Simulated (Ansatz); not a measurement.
The same path of a periodic cell of 17 atoms, Rb16Li (host Rb, host structure bcc, interstitial Li) was run twice with different band settings. Lost on the way: Rb2–Rb7, Rb5–Rb10, Rb6–Rb15, Rb6–Rb16, Rb7–Li17, Rb8–Rb13. Made: Rb2–Rb6, Rb5–Rb11, Rb6–Li17, Rb7–Rb15, Rb7–Rb16, Rb8–Rb14.

The calculation used DFT PBE, scalar-relativistic, plane waves, PAW (Ansatz). Settings: cutoff 420 eV, k mesh 2x2x2, gaussian smearing 0.1 eV, no spin polarisation.

Relaxed end points:

```xyz
17
Lattice="11.1800 0.0000 0.0000 0.0000 11.1800 0.0000 0.0000 0.0000 11.1800" Properties=species:S:1:pos:R:3
Rb 0.003 0.230 0.262
Rb 5.588 -0.087 0.568
Rb -0.005 5.179 -0.263
Rb 0.003 0.229 5.329
Rb 3.038 3.208 2.796
Rb 5.590 6.050 -0.377
Rb 5.588 -0.090 5.025
Rb 8.140 3.203 2.796
Rb -0.005 5.180 5.854
Rb 2.514 8.145 2.794
Rb 3.184 2.339 8.385
Rb 5.590 6.051 5.967
Rb 8.664 8.149 2.794
Rb 7.993 2.334 8.385
Rb 2.247 8.460 8.385
Rb 8.924 8.471 8.385
Li 5.581 9.840 8.388
```

```xyz
17
Lattice="11.1800 0.0000 0.0000 0.0000 11.1800 0.0000 0.0000 0.0000 11.1800" Properties=species:S:1:pos:R:3
Rb 0.003 0.267 0.239
Rb 5.586 0.562 -0.105
Rb 0.003 5.326 0.238
Rb -0.008 -0.263 5.179
Rb 3.044 2.800 3.208
Rb 5.586 5.040 -0.112
Rb 5.589 -0.374 6.059
Rb 8.131 2.800 3.202
Rb -0.008 5.858 5.180
Rb 3.179 8.388 2.340
Rb 2.509 2.795 8.139
Rb 5.589 5.970 6.059
Rb 7.994 8.388 2.336
Rb 8.667 2.795 8.145
Rb 2.253 8.387 8.480
Rb 8.916 8.387 8.493
Li 5.579 8.394 9.834
```

Common settings: climbing image yes; spring 5.0 eV/Å²; optimiser quadratic models (default); force threshold 0.05 eV/Å; end points relaxed.

| run | movable images | start path | iteration limit | theory |
| --- | --- | --- | --- | --- |
| 1 | 5 | IDPP | 52 | DFT PBE, scalar-relativistic, plane waves, PAW cutoff 420 eV, k mesh 2x2x2, gaussian smearing 0.1 eV, no spin polarisation |
| 2 | 3 | default | 50 | DFT PBE, scalar-relativistic, plane waves, PAW cutoff 420 eV, k mesh 1x1x1, gaussian smearing 0.1 eV, no spin polarisation |

**Question.** What does each run give, and how far can it be trusted?

**Answer.** Run 1: converged after 3 iterations, highest image 0.040 eV above the first end. By the program's own check the climbing image is of a kind that is not told: the force calls were inconclusive, a negative curvature could not be distinguished from the path's own, the only one lies far off the path, or fixed occupations may fill a level only in part (lowest curvatures found: -0.06 and -0.01 eV/Å²).
Run 2: converged after 3 iterations, highest image 0.008 eV above the first end. A structure lower than the first end lies on the path between it and the top, so the climb from that side starts below the end, which may itself be a saddle point or a shallow side well. A structure lower than the last end lies on the path between it and the top, so the climb from that side starts below the end, which may itself be a saddle point or a shallow side well. The top lies less than 8 meV above the higher end, about what the thresholds resolve: the motion is nearly free. The order of the point at the top wasn't checked. One k-point is too few for this cell, so energies aren't converged.
Limits of this set-up: coarse k mesh, a small cell, in which the defect meets its images, a typed lattice constant that wasn't relaxed here.
